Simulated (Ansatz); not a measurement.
`C[S][Ag-][P+](C)(C)C`, charge 0, multiplicity 1.

Problem. Give a relaxed structure at PBE0-D4/def2-TZVP (the Gaussian-basis code of Ansatz). (Best estimate.)

Solution. The calculation gave: 
Cartesian coordinates in Å:
```
C 1.671 -4.040 0.860
S 2.266 -2.978 -0.493
Ag 0.963 -1.063 -0.355
P -0.299 0.915 -0.291
C 0.620 2.432 -0.698
C -1.040 1.304 1.326
C -1.724 0.983 -1.421
H 0.620 -4.305 0.737
H 2.259 -4.960 0.837
H 1.809 -3.573 1.835
H -0.024 3.313 -0.645
H 1.452 2.549 -0.002
H 1.032 2.347 -1.705
H -0.251 1.392 2.074
H -1.608 2.237 1.288
H -1.703 0.492 1.627
H -1.378 0.858 -2.448
H -2.258 1.933 -1.332
H -2.407 0.163 -1.193
```
This is one stationary point; other conformers may exist.
